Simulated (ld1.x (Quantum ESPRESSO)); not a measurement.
Rh (Z = 45): excitation energies, all-electron against RRKJ

```
Element                 : Rh
Generator               : ld1.x (Quantum ESPRESSO) 7.5
Type                    : norm-conserving RRKJ (Kleinman–Bylander form)
Functional              : PBE
Relativity              : scalar-relativistic
Frozen core             : [Kr]
Valence charge          : 9
Reference configuration : 4d7 5s0 5p0 (charge +2)
Partial waves           : 5p (bound, empty): rc 3.10 bohr; 4d (bound): rc 1.10 bohr; 4f channel at 0.35 Ry: rc 2.75 bohr; 5s (bound, empty): rc 1.75 bohr
Local potential         : the s channel
Core correction         : a·sin(br)/r model core inside 0.60 bohr
rho0                    : 0.01
```

Energies are relative to the spin-unpolarised reference configuration 4d7 5s0 5p0; without spin polarisation the order of configurations can differ from experiment.

Question: Give the all-electron excitation energy and the error of the potential for: 4d8 5s1 5p0; 4d8 5s0 5p0; 4d6 5s0 5p0; 4d7 5s2 5p0; 4d9 5s0 5p0; 4d7 5s1 5p0; 4d8.5 5s0.5 5p0.

Answer:

| valence configuration | charge | ΔE all-electron (eV) | error AE − PS (meV) |
| --- | --- | --- | --- |
| 4d8 5s1 5p0 | 0 | -26.971 | -63 |
| 4d8 5s0 5p0 | +1 | -19.511 | -123 |
| 4d6 5s0 5p0 | +3 | 32.505 | -218 |
| 4d7 5s2 5p0 | 0 | -24.492 | +9.6 |
| 4d9 5s0 5p0 | 0 | -27.881 | -309 |
| 4d7 5s1 5p0 | +1 | -15.845 | +0.6 |
| 4d8.5 5s0.5 5p0 | 0 | -27.602 | -172 |

Levels in the configuration 4d8.5 5s0.5 5p0:

| level | all-electron (eV) | pseudo (eV) |
| --- | --- | --- |
| 4d | -4.709 | -4.557 |
| 5s | -3.816 | -3.915 |
